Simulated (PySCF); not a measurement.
## Electronic structure of B⁺ (boron, charge +1) at the BP86 level

Configuration: [He] 2s2, closed-shell 1S. All numbers are calculated (PySCF 2.14, the spin-free X2C one-electron Hamiltonian (Gaussian nucleus), in jorge-DZP-DKH).

| Quantity | Value |
| --- | --- |
| Total energy | -24.3341 hartree |
| One-electron energy | -30.3874 hartree |
| Hartree (Coulomb) energy | 9.6422 hartree |
| Exchange-correlation energy | -3.5889 hartree |
| ⟨S²⟩ | 0.0000 |
| ⟨L²⟩ | 0.000 |
| Sum of ⟨r⟩ | 4.227 bohr |
| Sum of ⟨r²⟩ | 7.904 bohr² |
| Langevin diamagnetic susceptibility | -6.26 ×10⁻⁶ cm³/mol |
| Time after the integrals | 0.06 s of wall time on 1 thread of Neoverse-N1 (shared host) |

| shell | electrons | mean orbital energy (hartree) | rms radius, mean of both spins (bohr) |
| --- | --- | --- | --- |
| 1s | 2 | -7.11755 | 0.382 |
| 2s | 2 | -0.71982 | 1.95 |
